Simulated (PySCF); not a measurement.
## Ionising NaSn

UHF; Na x2c-SVPall, Sn x2c-SVPall; spin-free X2C with a Gaussian nucleus (PySCF 2.14). Neutral (UHF): quartet (σ ↑, π ↑↑), Re = 2.948 Å, ωe = 185 cm⁻¹, De = 0.83 eV, HOMO -5.94 eV, LUMO -0.26 eV.

NaSn⁺ (UHF): triplet (σ ↑, π ↑), Re = 3.475 Å, ωe = 104 cm⁻¹, De = 0.52 eV to Na⁺ + Sn. The energies at the minima are -6335.11655 hartree for NaSn and -6334.92599 for NaSn⁺.

Work out the adiabatic ionisation energy, without and with harmonic zero-point energies (1 hartree = 27.2114 eV, 1 eV = 8065.5 cm⁻¹), and the change of the bond length.

At UHF: 0.19056 hartree = 5.185 eV between the minima; the zero-point term (104.0 − 185.0)/2 cm⁻¹ = -0.005 eV makes it 5.180 eV. Re changes by +52.7 pm against the neutral. The electron leaves a π orbital, and the ion is left as a loose complex of an ion and an atom.

These are scalar-relativistic numbers at best; spin–orbit coupling would shift them, the dissociation energy most. For an ion De counts to the pair picked by the measured ionisation energies or electron affinities, which need not be the lowest pair at this level. Hartree–Fock leaves out correlation, which carries a large part of most bond energies and some tenths to 1 eV of ionisation energies. States were picked by a PBE0 search and need not be the measured ground states.
